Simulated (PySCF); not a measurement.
# Computed properties of silylarsine (AsH5Si), SMILES [SiH3][AsH2]

silylarsine (AsH₅Si), SMILES [SiH3][AsH2]. Coordinates come from a PBE0-D3(BJ)/def2-TZVP optimisation. The values are those of a single conformer. All values are computed for the isolated molecule unless a solvent is named; none is compared with measurement here.

**Structure.** The optimised structure has Cs symmetry. All 15 harmonic modes at PBE0-D3(BJ)/def2-TZVP (PySCF) are real, so it is a minimum.

**Vibrations.** The strongest infrared lines (harmonic, unscaled, degenerate partners summed) lie at 887 cm⁻¹ (289 km/mol, H 92 %, Si 8 %), 2235 cm⁻¹ (136 km/mol, H 96 %), 2234 cm⁻¹ (112 km/mol, H 96 %). The softest mode is at 153 cm⁻¹ and the zero-point energy is 25.2 kcal/mol.

**Electronic structure.** M06-2X/def2-TZVPD (PySCF) places the frontier levels at -8.51 and 0.28 eV, a gap of 8.79 eV, and gives a dipole moment of 0.48 D and a mean polarisability of 64.9 bohr³. PBE/def2-TZVPD (PySCF) at the same geometry gives -6.52 and -0.84 eV, so its gap is 3.11 eV narrower. An orbital gap is neither the optical nor the fundamental gap.

**Excitations.** TDA-PBE0/def2-SVPD (PySCF) has S1 at 6.41 eV (193 nm, f = 0.059, bright); the most intense of the 10 singlets computed lies at 6.73 eV (f = 0.26). T1 (TDA) is at 5.43 eV, 0.98 eV under S1. TDA-PBE/def2-SVPD (PySCF) puts S1 at 6.01 eV. No vertical singlet excitation falls in the visible range (under 3.1 eV).

**NMR.** GIAO shifts at PBE0/pcSseg-2 (PySCF) (non-relativistic, atoms alike by connectivity averaged): ¹H from 2.2 to 4.3 ppm against TMS; ²⁹Si at -80.6 ppm against TMS.
